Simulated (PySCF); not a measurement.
# Löwdin shares of the frontier orbitals

Species: C8H8O2.
Z-matrix (Å and degrees, PBE0-D3(BJ)/def2-SVP geometry), rows numbered from 1:
```
C 
C   1  1.4987
O   2  1.1970  1  125.79
O   2  1.3566  1  109.98  3   179.07
C   4  1.3793  2  121.98  1  -178.21
C   5  1.3945  4  123.09  2    43.29
C   6  1.3935  5  118.84  4   176.79
C   7  1.3941  6  120.88  5    -0.11
C   8  1.3941  7  119.59  6    -0.07
C   9  1.3922  8  120.17  7     0.20
H   1  1.1012  2  108.86  3  -103.42
H   1  1.0957  2  109.39  3    15.73
H   1  1.0979  2  110.91  3   138.53
H   6  1.0888  5  120.40  4    -3.94
H   7  1.0927  6  119.11  5   179.88
H   8  1.0922  7  120.18  6   179.95
H   9  1.0925  8  120.25  7  -179.88
H  10  1.0916  5  118.78  4     2.82
```

Level of theory: TDDFT wB97X-D/def2-SVPD, vertical, gas phase, core orbitals frozen in the response (PySCF 2.14.0, density-fitted response routines).

Frontier orbitals with the atoms that hold most of them (Löwdin shares over 4%, at most four atoms; ? is withheld):

| orbital | ε (eV) | atoms |
| --- | --- | --- |
| HOMO-3 | -11.38 | O3 24%, O4 23%, C5 8%, C2 7% |
| HOMO-2 | -10.23 | O3 61%, O4 10%, C1 8%, C2 8% |
| HOMO-1 | -9.24 | ? |
| HOMO | -8.87 | C8 22%, C5 20%, O4 12%, C6 10% |
| LUMO | 1.17 | ? |
| LUMO+1 | 1.34 | C7 19%, C10 19%, C9 18%, C6 18% |
| LUMO+2 | 2.19 | C2 23%, O3 17%, O4 11%, C1 10% |

(1) Which atoms hold the HOMO-1, and with what shares?

(2) Which atoms hold the LUMO, and with what shares?

(3) The HOMO–LUMO gap is 10.03 eV. Where does the response calculation put the lowest singlet, and from which orbitals?

Answers

(1) C6 (bonded to 2 C and H) 20%; C7 (bonded to 2 C and H) 20%; C10 (bonded to 2 C and H) 20%; C9 (bonded to 2 C and H) 19%.

(2) C8 (bonded to 2 C and H) 15%; C5 (bonded to 2 C and O) 14%; C2 (bonded to C and 2 O) 14%; O3 (bonded to C) 11%. By element: carbon 43% or more, oxygen 11% or more.

(3) S1 is at 5.39 eV (f = 0.0022), 4.64 eV below the gap, made of HOMO→LUMO+1 (59%), HOMO-1→LUMO (35%). Its leading pair isn't HOMO and LUMO; the energies of that pair differ by 10.20 eV. 

Next come S2 at 5.81 eV (f 0.0057), HOMO-2→LUMO (50%), HOMO-2→LUMO+2 (31%); S3 at 5.95 eV (f 0.107), HOMO→LUMO (78%), HOMO-1→LUMO+1 (19%); S4 at 6.74 eV (f 0.379), HOMO-1→LUMO+1 (55%), HOMO→LUMO+2 (17%), HOMO→LUMO (14%); S5 at 6.95 eV (f 0.481), HOMO-1→LUMO (51%), HOMO→LUMO+1 (33%).

On one thread, Arm Neoverse V1, no GPU (shared host), this took 3.8 min of wall time.

One conformer stands for the species.
